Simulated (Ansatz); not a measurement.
Ben: r2SCAN/def2-TZVPD single points in Ansatz on relaxed structures, gas phase. Each cluster is the lowest isomer that a short search found in that spin, judged at the geometry's level, and lower ones may exist. Binding counts from free atoms in the multiplicity of their measured ground term, without zero-point energy. Singlets are spin-restricted. A dash marks a value that wasn't run or was left out as unsound. The structures are stationary points that may keep the symmetry of their start. Remarks come from the PBE and PBE0 runs and from stability tests at other levels; not every state was tested. A HOMO above zero means that the electron is unbound at that level and held by the basis, or that self-interaction error raises the level; the energy of removing that electron tells which. HOMO above LUMO (over both spins in singlets and doublets, within one spin in higher multiplets; at PBE or PBE0), or a gap under 0.15 eV within one spin, warns that the state may not be the lowest or that an electron is smeared out.

```csv
species,atoms,state,geometry,HOMO (eV),LUMO (eV),gap (eV),vertical EA (eV),binding per atom (eV),point group (within 0.1 Å),remarks
Be5,5,singlet,PBE/def2-TZVP,-4.58,-3.58,1.00,1.51,1.43,D3h,"restricted SCF unstable, HOMO above zero (-1 doublet)"
Be7,7,singlet,r2SCAN/def2-TZVP,-4.71,-3.87,0.84,–,1.62,–,"restricted SCF unstable in HF, HOMO above zero (-1 doublet), gap within one spin near zero at PBE or PBE0 (-1 doublet), spin-contaminated (⟨S²⟩ up to 0.83) (-1 doublet)"
Be10,10,singlet,PBE0/def2-SVP,-4.94,-3.54,1.39,1.79,2.16,D4d,"restricted SCF unstable in HF, HOMO above zero (-1 doublet)"
```

**Question.** Estimate the rows for Be4 (singlet, B3LYP/def2-TZVP geometry).

**Answer.** 
| species | atoms | state | geometry | HOMO (eV) | LUMO (eV) | gap (eV) | vertical EA (eV) | binding per atom (eV) | point group (within 0.1 Å) | remarks |
| --- | --- | --- | --- | --- | --- | --- | --- | --- | --- | --- |
| Be4 | 4 | singlet | B3LYP/def2-TZVP | -5.41 | -3.56 | 1.85 | 1.70 | 1.31 | Td | HOMO above zero (-1 doublet) |

The gap (eV) runs from 0.84 (Be7) to 1.85 (Be4). It doesn't follow size steadily. The vertical EA (eV) runs from 1.51 (Be5) to 1.79 (Be10). The binding per atom (eV) runs from 1.31 (Be4) to 2.16 (Be10). It rises with size.
